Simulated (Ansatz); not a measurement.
Z-matrix (Å, degrees):
```
In
H 1 1.7364
H 1 1.7364 2 119.99
H 1 1.7364 2 120.00 3 179.99
```
Charge 0, multiplicity 1.

Calculation: frozen-core CCSD(T)/def2-TZVPP // PBE-D3(BJ)/def2-TZVP (Ansatz, an electronic-structure program).

- HF energy = -190.91401 Ha
- MP2 correlation energy = -0.30377 Ha

### Question
Estimate the CCSD correlation energy, the (T) correction, the total energy and the T1 diagnostic.

### Answer

```json
{
  "CCSD correlation energy": "-0.31726 Ha",
  "(T) correction": "-0.00737 Ha",
  "CCSD(T) total energy": "-191.23865 Ha",
  "T1 diagnostic": "0.014"
}
```
